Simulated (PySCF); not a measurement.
# Running PySCF for GaSe

Input:

```python
from pyscf import gto, dft

mol = gto.M(
    atom='Ga 0 0 0; Se 0 0 2.32',
    basis='lanl2dz',
    ecp={'Ga': 'lanl2dz', 'Se': 'lanl2dz'},
    charge=0,
    spin=1,
    verbose=4,
)
mf = dft.UKS(mol, xc='b3lyp')
mf.kernel()
mf.dip_moment()
print('orbital energies (hartree):', [e[max(0, n-3):n+3].round(4) for e, n in zip(mf.mo_energy, mol.nelec)])
```

```bash
$ OMP_NUM_THREADS=1 python input.py
```

Output (some set-up lines and the per-cycle HOMO/LUMO lines with their warnings removed):

```
PySCF version 2.14.0

[INPUT] verbose = 4
[INPUT] num. atoms = 2
[INPUT] num. electrons = 9
[INPUT] charge = 0
[INPUT] spin (= nelec alpha-beta = 2S) = 1
[INPUT] symmetry False subgroup None
[INPUT] Mole.unit = angstrom
[INPUT] Symbol           X                Y                Z      unit          X                Y                Z       unit  Magmom
[INPUT]  1 Ga     0.000000000000   0.000000000000   0.000000000000 AA    0.000000000000   0.000000000000   0.000000000000 Bohr   0.0
[INPUT]  2 Se     0.000000000000   0.000000000000   2.320000000000 AA    0.000000000000   0.000000000000   4.384164608991 Bohr   0.0

nuclear repulsion = 4.10568525713793
number of shells = 8
number of NR pGTOs = 24
number of NR cGTOs = 16
basis = lanl2dz
ecp = {'Ga': 'lanl2dz', 'Se': 'lanl2dz'}

******** <class 'pyscf.dft.uks.UKS'> ********
method = UKS
initial guess = minao
damping factor = 0
level_shift factor = 0
DIIS = <class 'pyscf.scf.diis.CDIIS'>
diis_start_cycle = 1
diis_space = 8
diis_damp = 0
SCF conv_tol = 1e-09
SCF conv_tol_grad = None
SCF max_cycles = 50
direct_scf = True
direct_scf_tol = 1e-13
number electrons alpha = 5  beta = 4
XC library pyscf.dft.libxc version 7.0.0
    S. Lehtola, C. Steigemann, M. J.T. Oliveira, and M. A.L. Marques.,  SoftwareX 7, 1–5 (2018)
XC functionals = b3lyp
    P. J. Stephens, F. J. Devlin, C. F. Chabalowski, and M. J. Frisch.,  J. Phys. Chem. 98, 11623 (1994)
radial grids:
    Treutler-Ahlrichs [JCP 102, 346 (1995); DOI:10.1063/1.469408] (M4) radial grids

becke partition: Becke, JCP 88, 2547 (1988); DOI:10.1063/1.454033
pruning grids: <function nwchem_prune>
grids dens level: 3
symmetrized grids: False
atomic radii adjust function: <function treutler_atomic_radii_adjust>
small_rho_cutoff = 0
Set gradient conv threshold to 3.16228e-05
tot grids = 41328
init E= 13.192804107794

cycle= 1 E= -10.9407871925368  delta_E= -24.1  |g|= 0.57  |ddm|= 2.98
cycle= 2 E= -10.7658946718269  delta_E= 0.175  |g|= 0.614  |ddm|= 1.67
cycle= 3 E= -11.2543501956786  delta_E= -0.488  |g|= 0.172  |ddm|= 1.19
cycle= 4 E= -11.2843821866412  delta_E= -0.03  |g|= 0.0459  |ddm|= 0.289
cycle= 5 E= -11.287410763416  delta_E= -0.00303  |g|= 0.00468  |ddm|= 0.0989
cycle= 6 E= -11.2874774105464  delta_E= -6.66e-05  |g|= 0.00211  |ddm|= 0.0174
cycle= 7 E= -11.2874940255734  delta_E= -1.66e-05  |g|= 0.000598  |ddm|= 0.00894
cycle= 8 E= -11.2874961872365  delta_E= -2.16e-06  |g|= 0.000286  |ddm|= 0.00447
cycle= 9 E= -11.2874963022116  delta_E= -1.15e-07  |g|= 2.43e-05  |ddm|= 0.000589
cycle= 10 E= -11.2874963031117  delta_E= -9e-10  |g|= 8.41e-06  |ddm|= 5.63e-05
Extra cycle  E= -11.2874963027855  delta_E= 3.26e-10  |g|= 1.89e-05  |ddm|= 3.83e-05
converged SCF energy = -11.2874963027855  <S^2> = 0.7561543  2S+1 = 2.0061449
Dipole moment(X, Y, Z, Debye):  0.00000, -0.00000, -3.61805
orbital energies (hartree): [array([-0.2688, -0.2455, -0.2455, -0.0794, -0.0794,  0.0152]), array([-0.3637, -0.2384, -0.2384, -0.1753, -0.0687, -0.0687])]
```

In short: E(SCF) = -11.287496 Eh, 10 cycles, ⟨S²⟩ = 0.756, μz(SCF) = -3.62 D.

Hardware: Intel Xeon 6975P-C, 1 thread, shared host. Wall time 1 s.

The bond length is a typed value, not an optimised one. No search for the lowest solution was made.
